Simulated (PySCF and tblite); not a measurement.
Results of a calculation; reference values are marked as such.
System: C7H5BrN2, numbered as in [Br:1][c:2]1[cH:3][cH:4][cH:5][c:6]2[nH:7][n:8][cH:9][c:10]12.

Motion: shift of H on N7 from N7 to N8. GFN2-xTB gives an electronic barrier of 48.8 kcal/mol and a reaction energy of 3.6 kcal/mol.

Tunnelling of the moving H, left out here, will speed the real process. In real samples such hydrogens mostly exchange between molecules or through solvent, far faster than by this path. DFT energies on a tight-binding saddle of a bond shift can be off by several kcal/mol. Spin–orbit effects of heavy atoms on shieldings are missing.

Q: What does PBE0/pcSseg-1 + D3(BJ) give on GFN2-xTB geometries?

A: A barrier of 56.0 kcal/mol, 7.2 above the tight-binding barrier (from unrounded values), a reaction energy of 4.5 kcal/mol and, with GFN2-xTB thermal terms, ΔG‡(298 K) = 51.9 kcal/mol and k = 1.1×10⁻²⁵ s⁻¹ (2 equivalent paths).

Programs: tblite and PySCF.
